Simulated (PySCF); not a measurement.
Species: C5H2N3O (doublet state).
Structure used (GFN2-xTB), in Å, numbered top down from 1:
```
atom  x, y, z in Å
C1     1.8838   -0.0144   -0.1624
O2     0.7494   -0.4541   -0.7543
C3    -0.4884   -0.1099   -0.1300
C4    -0.6079    1.3191    0.1863
N5    -0.7145    2.4248    0.4449
C6    -0.6735   -0.8636    1.1153
N7    -0.7510   -1.4806    2.0717
C8    -1.5910   -0.4547   -1.0320
N9    -2.4601   -0.7115   -1.7223
H10    2.7640   -0.5450   -0.4558
H11    1.8946    0.8924    0.4127
```

The hyperfine couplings belong to this conformer and change with its torsions.

Identity: `[CH2]OC(C#N)(C#N)C#N` [radical].

Theory: PySCF 2.14.0, UKS B3LYP, pcH-1 on C H N O, non-relativistic, mean-field spin-orbit, GIAO. Isolated species at its GFN2-xTB geometry (one conformer only). The geometry wasn't refined by DFT: couplings that depend on bond lengths, twists or pyramidal angles can differ widely from those at the functional's own minimum.

Count the α and β electrons and give S(S+1).

Nα = 31, Nβ = 30 (61 in all), and S(S+1) = 0.75 for S = 1/2.

Mulliken spin populations, one withheld:

```tsv
atom	bound to	population
C1	O2, H10, H11	+0.9858
O2	C1, C3	?
C3	O2, C4, C6, C8	+0.0030
C4	C3, N5	+0.0036
N5	C4	-0.0011
C6	C3, N7	+0.0132
N7	C6	+0.0041
C8	C3, N9	-0.0011
N9	C8	-0.0004
H10	C1	-0.0449
H11	C1	-0.0417
```

Fill in the missing population.

1 − (0.9205) gives +0.080, since all populations sum to 2S.

How is the spin shared among the elements?

Carbon +1.00, oxygen +0.08, nitrogen 0.00, hydrogen -0.09. The positive populations sum to 1.09, the negative ones to -0.09.

The run gives ⟨S²⟩ = 0.7536. What does that say of the overlap of α and β orbitals, and of the weight of higher spin?

Σ|⟨iα|jβ⟩|² over occupied orbitals = Nβ − [⟨S²⟩ − S(S+1)] = 30 − 0.0036 = 29.9964. If the quartet state (S + 1) were the only admixture, its weight would be 0.0036/(2S + 2) = 0.12 %. For Kohn–Sham this describes the determinant of the orbitals, not the true wave function.

What Fermi-contact NMR shifts do the couplings of C3, C4/C6/C8, N5/N7/N9, H11 imply at 200 K (Curie law, g = gₑ)?

δ = a_FC·h·gₑ μB S(S+1)/(3 g_N μN kT), with k/h = 20836.6 MHz/K:

| nuclei | isotope | a_FC (MHz) | g_N | contact shift (ppm) |
| --- | --- | --- | --- | --- |
| C3 | 13C | 18.29 | 1.4048 | +2871 |
| C4/C6/C8 | 13C | 4.98 | 1.4048 | +782 |
| N5/N7/N9 | 14N | 0.42 | 0.4038 | +229 |
| H11 | 1H | -59.99 | 5.5857 | -2369 |

The sign follows the spin density at the nucleus: positive density means a positive shift. Entries for several nuclei are means.

Means are taken over nuclei equivalent by connectivity, which assumes that they swap fast. H10 and H11 aren't averaged: C1 is flat or nearly so (angle sum 359°), and its turn about the short C1–O2 bond (1.35 Å) is taken as slow. The 13C value of +5.0 MHz is a mean of couplings from -2.7 to 9.6 MHz in this one geometry, not an average over conformers.
